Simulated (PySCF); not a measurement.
# Bond curve of KLi

Set-up: K 3-21G, Li 3-21G; no relativity (PySCF 2.14). Energies in eV from K + Li in their ground configurations at the same level. All curves are PBE0. state 1: ¹Σ⁺ (singlet), closed shell; state 2: ³Σ⁺ (triplet), unpaired electrons σ ↑↑, a second solution, started from another occupation; state 3: ³Π (triplet), unpaired electrons σ ↑, π ↑, a second solution, started from another occupation; state 4: Ms = 0 determinant of mixed spin (⟨S²⟩ near 1.0), unpaired electrons σ ↑, π ↓, a second solution, started from another occupation.

| R (Å) | state 1 | state 2 | state 3 | state 4 |
| --- | --- | --- | --- | --- |
| 2.935 | -0.5126 | 0.4345 | 0.6456 | 1.0598 |
| 3.072 | -0.5753 | 0.3234 | 0.6009 | 0.9979 |
| 3.208 | -0.6134 | 0.2327 | 0.5759 | 0.9573 |
| 3.311 | -0.6283 | 0.1764 | 0.5684 | 0.9389 |
| 3.413 | -0.6330 | 0.1288 | 0.5691 | 0.9293 |
| 3.515 | -0.6290 | 0.0890 | 0.5770 | 0.9274 |
| 3.652 | -0.6123 | 0.0463 | 0.5969 | 0.9349 |
| 3.823 | -0.5768 | 0.0068 | 0.6340 | 0.9568 |
| 4.027 | -0.5186 | -0.0245 | 0.6915 | 0.9956 |
| 4.300 | -0.4244 | -0.0467 | 0.7818 | 1.0577 |

Put a parabola through the three lowest points of the state 1 curve and estimate Re, k and ωe (reduced mass 5.945 u; 1 eV/Å² = 0.16022 mdyn/Å; ωe = 1302.8·√(k/μ) cm⁻¹).

Through R = 3.311, 3.413, 3.515 Å the second-order coefficient is 0.418 eV/Å², so Re ≈ 3.417 Å, k ≈ 0.134 mdyn/Å and ωe ≈ 196 cm⁻¹. A polynomial fit of higher order to the unrounded PBE0 energies gives Re = 3.415 Å, k = 0.133 mdyn/Å, ωe = 195 cm⁻¹; anharmonicity and rounding make the difference.

The higher-order fit for each curve: state 1: Re = 3.415 Å, ωe = 195 cm⁻¹, De = 0.63 eV; state 2: Re = 4.662 Å, ωe = 64.8 cm⁻¹, minimum 0.055 eV below the ground-state fragments; state 3: Re = 3.352 Å, ωe = 185 cm⁻¹, minimum 0.57 eV above the ground-state fragments; state 4: Re = 3.491 Å, ωe = 172 cm⁻¹, minimum 0.93 eV above the ground-state fragments.

Closed-shell solutions of metal pairs were not tested for spin polarisation, which can lower them a little. Counting both spins, an empty level lies below a filled one in some of these solutions, because spin and occupation are held. 3-21G is very small, so such numbers show the basis as much as the molecule.
